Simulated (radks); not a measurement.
Neutral gallium inside a hard spherical wall (all orbitals vanish at R), configuration held at [Ar] 3d10 4s2 4p1 and not refilled when levels cross. Method: scalar-relativistic Kohn-Sham, PBEsol, spin-polarised, spherical densities, point nucleus; open shells are filled with parallel spins first; computed with a radial shooting solver on a logarithmic mesh with Libxc functionals. Eigenvalues in eV for spin up, with the zero of energy where the potential of the charges vanishes at infinity; a dash marks a level that is unbound or too diffuse for the functional's potential to be trusted. A positive occupied level is held by the wall or, in an anion where self-interaction has pushed it up, behind a barrier. The pressure on the wall is -dE/dV.

R (bohr)	E (hartree)	kinetic (hartree)	e(3p)	e(3d)	e(4s)	e(4p)	e(5s, empty)	e(5p, empty)	pressure (GPa)
free	-1942.46622	1975.294	-98.613	-19.116	-9.234	-2.872	-	-	0
15	-1942.46621	1975.294	-98.612	-19.114	-9.232	-2.870	-0.287	0.680	< 0.0001
12	-1942.46609	1975.295	-98.595	-19.097	-9.219	-2.857	0.029	1.421	0.00181
10	-1942.46548	1975.300	-98.534	-19.037	-9.174	-2.805	0.635	2.601	0.0154
8	-1942.46174	1975.322	-98.306	-18.812	-9.010	-2.584	2.267	5.297	0.151
7	-1942.45468	1975.359	-98.007	-18.518	-8.796	-2.266	4.102	7.985	0.536
6	-1942.43455	1975.458	-97.390	-17.913	-8.334	-1.550	7.606	12.684	2.16
4	-1942.14728	1976.606	-93.141	-13.797	-4.142	4.582	31.649	41.100	59.9
3	-1941.18161	1979.912	-85.745	-6.640	6.367	18.330	77.918	91.642	512
2.5	-1939.55525	1985.164	-77.319	1.756	21.641	36.864	134.14	150.68	1910
1.5	-1917.50322	2051.612	-16.431	68.342	184.79	211.87	571.99	585.20	70100
